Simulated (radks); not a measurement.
Neutral selenium, configuration [Ar] 3d10 4s2 4p3 5s1 (not the ground configuration). All-electron calculation, scalar-relativistic Kohn-Sham, r2SCAN, spin-polarised, spherical densities, finite nucleus; open shells are filled with parallel spins first; meta-GGA in the generalised Kohn-Sham scheme; Fermi nuclear charge, rms radius 4.14 fm. Program: a radial shooting solver on a logarithmic mesh with Libxc functionals.

Local quantities along the radius. ELF = 1/(1 + alpha^2) is the electron localisation function; alpha = (tau - tau_W)/tau_unif compares the Pauli kinetic energy density with that of the uniform gas (summed over spins); r v_xc is r times the local exchange-correlation potential of spin up (hartree bohr, multiplicative part alone); s = |grad rho|/(2 (3 pi^2)^(1/3) rho^(4/3)) is the reduced gradient. tau is taken from the large components.

r (bohr),ELF,alpha,r v_xc,s
0.002004,1.000,0.01909,-0.1063,0.5255
0.002695,1.000,0.01968,-0.1278,0.4939
0.003652,1.000,0.02099,-0.1570,0.4740
0.00491,0.999,0.02323,-0.1936,0.4653
0.006655,0.999,0.02710,-0.2410,0.4665
0.008947,0.999,0.03349,-0.2974,0.4782
0.01213,0.998,0.04518,-0.3659,0.5026
0.0163,0.996,0.06713,-0.4413,0.5414
0.0221,0.987,0.1157,-0.5254,0.6008
0.02971,0.950,0.2304,-0.6136,0.6782
0.04026,0.774,0.5410,-0.6642,0.7525
0.05413,0.415,1.188,-0.5489,0.7122
0.07336,0.302,1.522,-0.6962,0.4498
0.09863,0.540,0.9233,-0.8652,0.2888
0.1337,0.775,0.5395,-1.018,0.3755
0.1797,0.734,0.6017,-1.073,0.5601
0.2436,0.335,1.409,-0.8463,0.6221
0.3275,0.309,1.495,-0.9250,0.2628
0.4438,0.695,0.6622,-1.353,0.2630
0.5967,0.771,0.5453,-1.364,0.4875
0.8087,0.556,0.8945,-1.115,0.7959
1.096,0.213,1.921,-0.9045,0.8884
1.473,0.456,1.092,-1.054,0.6028
1.997,0.799,0.5022,-1.122,0.8091
2.685,0.624,0.7758,-0.9501,1.337
3.639,0.141,2.466,-0.5882,1.637
4.892,0.465,1.073,-0.6139,1.054
6.63,0.971,0.1715,-0.6574,1.634
8.914,0.999,0.02371,-0.4877,3.507
12.08,1.000,0.003594,-0.2112,9.603
16.24,1.000,0.0005496,0.02720,34.59

On this mesh the ELF has minima near r = 0.073, 0.28, 1.1, 3.6 bohr, which separate the shells, and maxima near 0.16 (0.79), 0.60 (0.77), 2.0 (0.80).

Self-consistent cycle (total energy in hartree, residual of the potential): 1: -2429.130714, 3e+00; 2: -2429.837133, 2e+00; 3: -2430.155893, 5e-01; 4: -2430.179414, 4e-02; 5: -2430.180635, 2e-02; 6: -2430.180783, 4e-03; 7: -2430.180775, 9e-04; 8: -2430.180777, 2e-04; 9: -2430.180777, 1e-04; 10: -2430.180777, 8e-05; 11: -2430.180777, 8e-05; 12: -2430.180777, 1e-05; 13: -2430.180777, 8e-06; 14: -2430.180777, 2e-06.
